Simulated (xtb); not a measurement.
The multiplicity is imposed and other spin states were not computed.

Method: GFN2-xTB (xtb).

```
xtb start.xyz --ohess tight --gfn 2 --chrg 0 --uhf 0 --iterations 400

# start.xyz
13

Mo     0.000000     0.000000     0.000000
O      2.426529     0.395153    -2.545133
C      1.664664     0.264800    -1.729450
O     -2.526151    -0.139118    -2.474086
C     -1.730477    -0.102879    -1.681396
O     -2.441379    -0.405444     2.529264
C     -1.664667    -0.264796     1.729448
O      2.526915     0.164627     2.471738
C      1.730474     0.102884     1.681398
O      0.366941    -3.514499    -0.188530
C      0.258040    -2.398233    -0.118823
N     -0.368621     3.426032     0.169758
N     -0.252426     2.346098     0.116248
```

Output:

```
[...]
eigval :      402.60   402.67   416.66   424.30   427.16   434.32
eigval :      463.24   463.38   465.40   482.81   482.90   485.49
eigval :      595.39   595.45   598.78  2102.46  2105.94  2108.09
eigval :     2108.12  2151.97  2288.06
           -------------------------------------------------
          |                Property Printout                |
           -------------------------------------------------

    * Orbital Energies and Occupations

         #    Occupation            Energy/Eh            Energy/eV
      -------------------------------------------------------------
         1        2.0000           -0.7967787             -21.6815
       ...           ...                  ...                  ...
        21        2.0000           -0.6102534             -16.6058
        22        2.0000           -0.5919802             -16.1086
        23        2.0000           -0.5798112             -15.7775
        24        2.0000           -0.5798073             -15.7774
        25        2.0000           -0.5519313             -15.0188
        26        2.0000           -0.5067628             -13.7897
        27        2.0000           -0.5035807             -13.7031
        28        2.0000           -0.5011692             -13.6375
        29        2.0000           -0.5011457             -13.6369
        30        2.0000           -0.4817294             -13.1085
        31        2.0000           -0.4067885             -11.0693
        32        2.0000           -0.4044440             -11.0055
        33        2.0000           -0.4044388             -11.0053 (HOMO)
        34                         -0.2996042              -8.1526 (LUMO)
        35                         -0.2985103              -8.1229
        36                         -0.2984822              -8.1221
        37                         -0.2892346              -7.8705
        38                         -0.2892139              -7.8699
        39                         -0.2865081              -7.7963
        40                         -0.2695508              -7.3348
        41                         -0.2695125              -7.3338
        42                         -0.2663168              -7.2468
        43                         -0.1730696              -4.7095
        44                         -0.1730618              -4.7093
       ...                                ...                  ...
        57                          0.8937782              24.3209
      -------------------------------------------------------------
                  HL-Gap            0.1048345 Eh            2.8527 eV
             Fermi-level           -0.3520215 Eh           -9.5790 eV

     #   Z          covCN         q      C6AA      α(0)
     1  42 Mo       5.519    -0.351   425.048    42.403
     2   8 O        0.859    -0.117    16.774     5.491
     3   6 C        1.777     0.178    26.948     8.392
     4   8 O        0.859    -0.117    16.773     5.491
     5   6 C        1.777     0.178    26.948     8.392
     6   8 O        0.859    -0.117    16.774     5.491
     7   6 C        1.777     0.178    26.948     8.392
     8   8 O        0.859    -0.117    16.774     5.491
     9   6 C        1.777     0.178    26.948     8.392
    10   8 O        0.859    -0.121    16.821     5.499
    11   6 C        1.777     0.174    27.054     8.408
    12   7 N        1.022    -0.076    22.177     6.755
    13   7 N        1.836     0.129    19.658     6.570

 Mol. C6AA /au·bohr⁶  :       5717.779480
 Mol. C8AA /au·bohr⁸  :     241886.711959
 Mol. α(0) /au        :        125.166932

Wiberg/Mayer (AO) data.
largest (>0.10) Wiberg bond orders for each atom

 ---------------------------------------------------------------------------
     #   Z sym  total        # sym  WBO       # sym  WBO       # sym  WBO
 ---------------------------------------------------------------------------
     1  42 Mo   7.118 --    11 C    1.026     7 C    1.007     9 C    1.007
                             3 C    1.007     5 C    1.007    13 N    0.888
                            12 N    0.300    10 O    0.179     6 O    0.174
                             4 O    0.174     8 O    0.174     2 O    0.174
     2   8 O    2.548 --     3 C    2.272     1 Mo   0.174
     3   6 C    3.539 --     2 O    2.272     1 Mo   1.007
     4   8 O    2.548 --     5 C    2.272     1 Mo   0.174
     5   6 C    3.539 --     4 O    2.272     1 Mo   1.007
     6   8 O    2.548 --     7 C    2.272     1 Mo   0.174
     7   6 C    3.539 --     6 O    2.272     1 Mo   1.007
     8   8 O    2.548 --     9 C    2.272     1 Mo   0.174
     9   6 C    3.539 --     8 O    2.272     1 Mo   1.007
    10   8 O    2.527 --    11 C    2.258     1 Mo   0.179
    11   6 C    3.554 --    10 O    2.258     1 Mo   1.026
    12   7 N    3.047 --    13 N    2.559     1 Mo   0.300
    13   7 N    3.599 --    12 N    2.559     1 Mo   0.888
 ---------------------------------------------------------------------------

Topologies differ in total number of bonds
Writing topology from bond orders to xtbtopo.mol

molecular dipole:
                 x           y           z       tot (Debye)
 q only:       -0.013       0.128       0.006
   full:        0.014      -0.128      -0.007       0.329
molecular quadrupole (traceless):
                xx          xy          yy          xz          yz          zz
 q only:       -0.290      -0.099       0.598      -0.004       0.045      -0.309
  q+dip:        1.239       0.408      -2.503       0.022      -0.190       1.264
   full:        1.127       0.369      -2.269       0.019      -0.173       1.142

           -------------------------------------------------
          |                Geometry Summary                 |
           -------------------------------------------------

      molecular mass/u    :      264.0238991
   center of mass at/Å    :       -0.0008191      -0.0085061      -0.0029884
  moments of inertia/u·Å² :        0.7844060E+03   0.7846882E+03   0.8107714E+03
rotational constants/cm⁻¹ :        0.2149095E-01   0.2148322E-01   0.2079209E-01

 * 12 selected distances

     #   Z          #   Z                                           value/Å
     1  42 Mo       3   6 C                                       1.9830158
     2   8 O        3   6 C                                       1.1351149
     1  42 Mo       5   6 C                                       1.9830490 (max)
     4   8 O        5   6 C                                       1.1351122
     1  42 Mo       7   6 C                                       1.9829715
     6   8 O        7   6 C                                       1.1351382
     1  42 Mo       9   6 C                                       1.9830431
     8   8 O        9   6 C                                       1.1351465
     1  42 Mo      11   6 C                                       1.9768425
    10   8 O       11   6 C                                       1.1361792
     1  42 Mo      13   7 N                                       1.9003451
    12   7 N       13   7 N                                       1.1070836 (min)

 * 4 distinct bonds (by element types)

   Z      Z             #   av. dist./Å        max./Å        min./Å
   7 N    7 N           1     1.1070836     1.1070836     1.1070836
   6 C    8 O           5     1.1353382     1.1361792     1.1351122
   6 C   42 Mo          5     1.9817844     1.9830490     1.9768425
   7 N   42 Mo          1     1.9003451     1.9003451     1.9003451

           -------------------------------------------------
          |               Frequency Printout                |
           -------------------------------------------------
 projected vibrational frequencies (cm⁻¹)
eigval :       -0.00    -0.00    -0.00     0.00     0.00     0.00
eigval :       50.37    51.56    51.60    59.72    61.46    61.47
eigval :       63.31    81.62    81.66   269.85   269.92   270.68
eigval :      402.60   402.67   416.66   424.30   427.16   434.32
eigval :      463.24   463.38   465.40   482.81   482.90   485.49
eigval :      595.39   595.45   598.78  2102.46  2105.94  2108.09
eigval :     2108.12  2151.97  2288.06
 reduced masses (amu)
   1: 26.59   2: 30.60   3: 26.94   4: 33.17   5: 29.06   6: 30.20   7: 15.63   8: 16.61
   9: 16.60  10: 15.63  11: 21.40  12: 21.40  13: 30.76  14: 22.47  15: 22.48  16: 13.29
  17: 13.28  18: 12.94  19: 12.97  20: 12.96  21: 12.39  22: 14.79  23: 14.59  24: 14.43
  25: 20.67  26: 20.65  27: 21.32  28: 13.49  29: 13.50  30: 12.38  31: 42.71  32: 42.72
  33: 41.44  34: 13.60  35: 13.58  36: 13.64  37: 13.64  38: 13.54  39: 14.01
Molecule has the following symmetry elements: (C4) (C2) 4*(sigma)
It seems to be the C4v point group
 IR intensities (km·mol⁻¹)
   1:  0.01   2:  0.00   3:  0.00   4:  0.00   5:  0.01   6:  0.00   7:  0.00   8:  0.02
   9:  0.02  10:  0.00  11:  0.35  12:  0.37  13:  0.74  14:  0.63  15:  0.69  16:  0.01
  17:  0.00  18:  0.00  19:  0.15  20:  0.15  21:  0.00  22:  1.28  23:  0.03  24:  0.00
  25:  2.59  26:  2.59  27:  3.01  28:  0.23  29:  0.17  30:  0.00  31:139.65  32:138.49
  33:138.16  34:******  35:  8.86  36:******  37:******  38:466.70  39:******
 Raman intensities (Ä⁴*amu⁻¹)
   1:  0.00   2:  0.00   3:  0.00   4:  0.00   5:  0.00   6:  0.00   7:  0.00   8:  0.00
   9:  0.00  10:  0.00  11:  0.00  12:  0.00  13:  0.00  14:  0.00  15:  0.00  16:  0.00
  17:  0.00  18:  0.00  19:  0.00  20:  0.00  21:  0.00  22:  0.00  23:  0.00  24:  0.00
  25:  0.00  26:  0.00  27:  0.00  28:  0.00  29:  0.00  30:  0.00  31:  0.00  32:  0.00
  33:  0.00  34:  0.00  35:  0.00  36:  0.00  37:  0.00  38:  0.00  39:  0.00
 output can be read by thermo (or use thermo option).
 writing <g98.out> molden fake output.
 recommended (thermochemical) frequency scaling factor: 1.0
           -------------------------------------------------
          |             Thermodynamic Functions             |
           -------------------------------------------------

c4v symmetry found (for desy threshold:  0.10E+00) used in thermo

          ...................................................
          :                      SETUP                      :
          :.................................................:
          :  # frequencies                          33      :
          :  # imaginary freq.                       0      :
          :  linear?                             false      :
          :  only rotor calc.                    false      :
          :  symmetry                              c4v      :
          :  rotational number                       4      :
          :  scaling factor                  1.0000000      :
          :  rotor cutoff                   50.0000000 cm⁻¹ :
          :  imag. cutoff                  -20.0000000 cm⁻¹ :
          :.................................................:

    mode    ω/cm⁻¹     T·S(HO)/kcal·mol⁻¹    T·S(FR)/kcal·mol⁻¹   T·S(vib)
   ------------------------------------------------------------------------
       1     50.37    -1.43190 ( 50.75%)    -1.05421 ( 49.25%)    -1.24588
       2     51.56    -1.41817 ( 53.07%)    -1.04732 ( 46.93%)    -1.24414
       3     51.60    -1.41777 ( 53.14%)    -1.04712 ( 46.86%)    -1.24408
       4     59.72    -1.33167 ( 67.05%)    -1.00382 ( 32.95%)    -1.22365
       5     61.46    -1.31479 ( 69.54%)    -0.99533 ( 30.46%)    -1.21747
       6     61.47    -1.31467 ( 69.55%)    -0.99526 ( 30.45%)    -1.21742
       7     63.31    -1.29733 ( 71.99%)    -0.98654 ( 28.01%)    -1.21028
       8     81.62    -1.14830 ( 87.66%)    -0.91128 ( 12.34%)    -1.11905
       9     81.66    -1.14807 ( 87.67%)    -0.91117 ( 12.33%)    -1.11887
      10    269.85    -0.47620 ( 99.88%)    -0.55711 (  0.12%)    -0.47629
      11    269.92    -0.47606 ( 99.88%)    -0.55703 (  0.12%)    -0.47616
      12    270.68    -0.47461 ( 99.88%)    -0.55620 (  0.12%)    -0.47471
   ------------------------------------------------------------------------

   temp. (K)  partition function   enthalpy   heat capacity  entropy
                                   cal/mol     cal/K/mol   cal/K/mol   J/K/mol
 298.15  VIB  0.287E+07             7760.346     39.683     52.285
         ROT  0.427E+06              888.752      2.981     28.743
         INT  0.122E+13             8649.098     42.664     81.028
         TR   0.415E+28             1481.254      4.968     42.593
         TOT                       10130.3519    47.6324   123.6203   517.2274

       T/K    H(0)-H(T)+PV         H(T)/Eh          T*S/Eh         G(T)/Eh
   ------------------------------------------------------------------------
    298.15    0.161437E-01    0.648473E-01    0.587360E-01    0.611134E-02
   ------------------------------------------------------------------------

         :::::::::::::::::::::::::::::::::::::::::::::::::::::
         ::                  THERMODYNAMIC                  ::
         :::::::::::::::::::::::::::::::::::::::::::::::::::::
         :: total free energy         -38.973667579665 Eh   ::
         ::.................................................::
         :: total energy              -38.979778918910 Eh   ::
         :: zero point energy           0.048703593863 Eh   ::
         :: G(RRHO) w/o ZPVE           -0.042592254618 Eh   ::
         :: G(RRHO) contrib.            0.006111339245 Eh   ::
         :::::::::::::::::::::::::::::::::::::::::::::::::::::

optimized geometry written to: xtbopt.xyz

           -------------------------------------------------
          | TOTAL ENERGY              -38.979778918910 Eh   |
          | TOTAL ENTHALPY            -38.914931581748 Eh   |
          | TOTAL FREE ENERGY         -38.973667579665 Eh   |
          | GRADIENT NORM               0.000259874366 Eh/α |
          | HOMO-LUMO GAP               2.852692519094 eV   |
           -------------------------------------------------

------------------------------------------------------------------------
```

Cost: around 2.2 core-seconds (rough).
